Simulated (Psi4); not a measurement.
A dimer, CF4 ··· CH3Br (SMILES FC(F)(F)F and CBr); the first 5 atoms form monomer A.

```
10

F     -0.8640    -0.4775    -0.8852
C     -0.0001     0.0001     0.0000
F     -0.3034     1.2606     0.2778
F     -0.0584    -0.7237     1.1094
F      1.2258    -0.0595    -0.5020
C      2.6838     1.7896    -3.1224
Br     0.7408     2.0256    -3.1443
H      3.1269     2.7377    -2.8389
H      2.9905     1.4955    -4.1199
H      2.9129     1.0167    -2.3973
```

What interaction energy does SAPT0/jun-cc-pVDZ, frozen core (Psi4) give, and which attractive term is the largest?

Total -0.38 kcal/mol: electrostatics -1.66, exchange 2.67, induction -0.14, dispersion -1.24. The most attractive term is electrostatics.
